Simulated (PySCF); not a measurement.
C5H5FO, SMILES O=C1CCC=C1F.

Geometry optimised at PBE0-D3(BJ)/def2-SVP. The values are those of a single conformer.

Two levels are set side by side: TDDFT-PBE/def2-SVPD (PySCF) and TDDFT-LC-ωPBE/def2-SVPD (PySCF). Vertical, same geometry. The lowest singlet is HOMO→LUMO 100 % with PBE and HOMO→LUMO 92 % with the other functional; states are paired by order. Differences are taken from unrounded values.

```json
[
 {"quantity": "lowest singlet excitation (eV)", "TDDFT-PBE": "3.45"},
 {"quantity": "lowest triplet excitation (TDA) (eV)", "TDDFT-PBE": "3.02"},
 {"quantity": "first bright state (f over 0.05) (eV)", "TDDFT-PBE": "5.28"},
 {"quantity": "its oscillator strength", "TDDFT-PBE": "0.19"}
]
```

Problem. These are the TDDFT-PBE values. What does TDDFT-LC-ωPBE give? (Estimate from the structure and the level; the computed values follow.)

Solution. 
| quantity | TDDFT-LC-ωPBE | TDDFT-PBE minus TDDFT-LC-ωPBE |
|---|---|---|
| lowest singlet excitation (eV) | 4.11 | -0.67 |
| lowest triplet excitation (TDA) (eV) | 3.57 | -0.55 |
| first bright state (f over 0.05) (eV) | 6.06 | -0.78 |
| its oscillator strength | 0.30 | -0.11 |

A lower first singlet is the usual sign of a functional without exact exchange. Differences between two approximate levels are no errors against the true value.

Rough cost on one machine, each run with all the roots and properties that it gave: TDDFT-LC-ωPBE against TDDFT-PBE about 10 times.
